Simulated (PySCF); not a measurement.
Species: C₄H₅FN₂.
SMILES: `C/N=C/[C@@H](F)C#N`

The closed-shell SCF was solved with PySCF and density fitting under several settings on one GFN2-xTB geometry (grid level 2 and gas phase unless stated).

| settings | basis functions | SCF cycles | E (Eh) | HOMO (eV) | LUMO (eV) | dipole (D) |
| --- | --- | --- | --- | --- | --- | --- |
| PBE0/pcSseg-1 | 144 | 15 | -364.2751 | -8.08 | -1.25 | 3.74 |
| PBE0/def2-SVPD | 183 | 14 | -364.0613 | -8.13 | -1.39 | 3.71 |
| HF/6-311G**, fitting basis def2-qzvpp-jkfit | 156 | 12 | -362.7620 | -11.86 | 3.09 | 3.80 |
| X3LYP/def2-SVPD | 183 | 15 | -364.3223 | -7.97 | -1.53 | 3.71 |

Q: Estimate the rows for these settings: (1) B97-D/ANO-RCC-VDZP, start guess atom, damping 0.1 at the start, DIIS from the seventh cycle; (2) B3LYP/6-31G*; (3) PBE0/STO-3G, damping 0.1 at the start, DIIS from the seventh cycle.

A: 
| settings | basis functions | SCF cycles | E (Eh) | HOMO (eV) | LUMO (eV) | dipole (D) |
| --- | --- | --- | --- | --- | --- | --- |
| B97-D/ANO-RCC-VDZP, start guess atom, damping 0.1 at the start, DIIS from the seventh cycle | 123 | 25 | -364.5865 | -6.52 | -2.20 | 3.58 |
| B3LYP/6-31G* | 108 | 15 | -364.7084 | -7.52 | -1.11 | 3.55 |
| PBE0/STO-3G, damping 0.1 at the start, DIIS from the seventh cycle | 40 | 24 | -359.5479 | -5.31 | 1.96 | 3.17 |

Q: Over all rows, what range does the HOMO–LUMO gap span?

A: From 4.32 eV (B97-D/ANO-RCC-VDZP, start guess atom, damping 0.1 at the start, DIIS from the seventh cycle) to 14.95 eV (HF/6-311G**, fitting basis def2-qzvpp-jkfit). The functional of the narrowest has no exact exchange, that of the widest 100 % exact exchange.

Q: And the dipole moment?

A: From 3.17 D (PBE0/STO-3G, damping 0.1 at the start, DIIS from the seventh cycle) to 3.80 D (HF/6-311G**, fitting basis def2-qzvpp-jkfit); the largest is 1.20 times the smallest, and the median is 3.71 D.

Q: Compare two rows with the functional PBE0: PBE0/STO-3G, damping 0.1 at the start, DIIS from the seventh cycle and PBE0/def2-SVPD. Which energy is lower, and by how much?

A: PBE0/def2-SVPD (183 functions) lies 4.5134 Eh or 2832 kcal/mol below PBE0/STO-3G, damping 0.1 at the start, DIIS from the seventh cycle (40 functions).

B97-D ran without the empirical dispersion term, which would shift the total energy alone. Cycle counts include a coarse-grid stage where the run had one. All basis functions are spherical, in the Pople sets too. ANO-RCC sets were contracted for a scalar-relativistic Hamiltonian, but ran non-relativistically here.

Shape of the structure used: `[CH3:1]/[N:2]=[CH:3]/[C@@H:4]([F:5])[C:6]#[N:7]`: N2–C3–C4–F5 145°.

One conformer stands for the species.
